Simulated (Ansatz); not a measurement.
Reaction (atomization): `FC1=C[SiH2]BC1` → B• + 3 C• + F• + 6 H• + Si•

Program: Ansatz. Geometries: PBE0-D4/def2-TZVP. ΔE: electronic, gas phase. CBS: MP2 limit from def2 TZ/QZ plus the TZ coupled-cluster correction, frozen cores. This one scheme is used for every species, atoms too. Functionals use def2-TZVPP. B3LYP here is the variant with VWN-RPA as its local correlation; programs differ in this. Open shells (•) are unrestricted, without spin–orbit coupling. Spin–orbit coupling would lower the free atoms: a little for B, C, F, Si.

```json
{"level": "PBE-D4", "ΔE (kJ/mol)": "4858.4", "difference from CCSD(T)/CBS": "141.1"}
{"level": "r2SCAN-D4", "ΔE (kJ/mol)": "4770.4", "difference from CCSD(T)/CBS": "53.1"}
{"level": "PBE0-D4", "ΔE (kJ/mol)": "4781.9", "difference from CCSD(T)/CBS": "64.6"}
{"level": "B3LYP-D4", "ΔE (kJ/mol)": "4734.9", "difference from CCSD(T)/CBS": "17.6"}
{"level": "ωB97X-V", "ΔE (kJ/mol)": "4756.6", "difference from CCSD(T)/CBS": "39.3"}
{"level": "ωB97M-V", "ΔE (kJ/mol)": "4753.4", "difference from CCSD(T)/CBS": "36.1"}
{"level": "B2PLYP", "ΔE (kJ/mol)": "4684.8", "difference from CCSD(T)/CBS": "-32.5"}
{"level": "PBE", "ΔE (kJ/mol)": "4830.4", "difference from CCSD(T)/CBS": "113.1"}
{"level": "r2SCAN", "ΔE (kJ/mol)": "4763.6", "difference from CCSD(T)/CBS": "46.3"}
{"level": "PBE0", "ΔE (kJ/mol)": "4758.4", "difference from CCSD(T)/CBS": "41.1"}
{"level": "B3LYP", "ΔE (kJ/mol)": "4689.7", "difference from CCSD(T)/CBS": "-27.6"}
{"level": "HF/def2-TZVPP", "ΔE (kJ/mol)": "3538.0", "difference from CCSD(T)/CBS": "-1179.3"}
{"level": "MP2/def2-TZVPP", "ΔE (kJ/mol)": "4698.9", "difference from CCSD(T)/CBS": "-18.4"}
{"level": "SCS-MP2/def2-TZVPP", "ΔE (kJ/mol)": "4656.7", "difference from CCSD(T)/CBS": "-60.6"}
{"level": "CCSD/def2-TZVPP", "ΔE (kJ/mol)": "4530.4", "difference from CCSD(T)/CBS": "-186.9"}
{"level": "CCSD(T)/def2-TZVPP", "ΔE (kJ/mol)": "4604.0", "difference from CCSD(T)/CBS": "-113.3"}
{"level": "HF/def2-QZVPP", "ΔE (kJ/mol)": "3543.4", "difference from CCSD(T)/CBS": "-1173.9"}
{"level": "MP2/def2-QZVPP", "ΔE (kJ/mol)": "4765.9", "difference from CCSD(T)/CBS": "48.6"}
{"level": "SCS-MP2/def2-QZVPP", "ΔE (kJ/mol)": "4731.1", "difference from CCSD(T)/CBS": "13.8"}
{"level": "HF/CBS(def2)", "ΔE (kJ/mol)": "3544.3", "difference from CCSD(T)/CBS": "-1173.0"}
{"level": "MP2/CBS(def2)", "ΔE (kJ/mol)": "4812.3", "difference from CCSD(T)/CBS": "95.0"}
{"level": "CCSD/CBS(def2)", "ΔE (kJ/mol)": "4643.8", "difference from CCSD(T)/CBS": "-73.5"}
{"level": "CCSD(T)/CBS", "ΔE (kJ/mol)": "4717.3", "difference from CCSD(T)/CBS": "0"}
```

Largest T1 diagnostic among the species: 0.014.

In def2-TZVPP, CCSD(T) changes the Hartree–Fock value by +1065.9 kJ/mol (the triples alone add +73.6 kJ/mol) and MP2 by +1160.9 kJ/mol; breaking electron pairs costs correlation energy, which Hartree–Fock lacks. From PBE to PBE0 (25 % exact exchange), in def2-TZVPP and without D4, ΔE moves by −72.0 kJ/mol: exact exchange takes away binding that semilocal exchange gives to molecules.

For atomizations the MP2-based limit and the directly extrapolated one differ by several kJ/mol either way, and by 10 to 25 for some Ge, Se and Sn compounds, so smaller differences from it don't rank the levels.
